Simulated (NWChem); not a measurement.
**SSn in NWChem**

```xyz
2

Sn     0.0000     0.0000     0.5388
S      0.0000     0.0000    -1.6838
```
Charge 0, spin multiplicity 1.

Everything below was run with NWChem. The geometry was optimised at PBE0/def2-SVP with def2 effective core potentials on Sn, a minimum by its harmonic frequencies.

Static limit.

Effective core potentials replace the inner electrons of Sn; spin-orbit coupling is left out. The structure started from a generated list of species.

Q: Give the polarisability tensor in bohr³ at PBE/def2-SVPD with def2 effective core potentials on Sn, in the frame of the coordinates, and its isotropic mean.

A: 
```
51.81   0.00   0.00
 0.00  51.81   0.00
 0.00   0.00  92.56
```
Mean (one third of the trace): 65.39 bohr³.
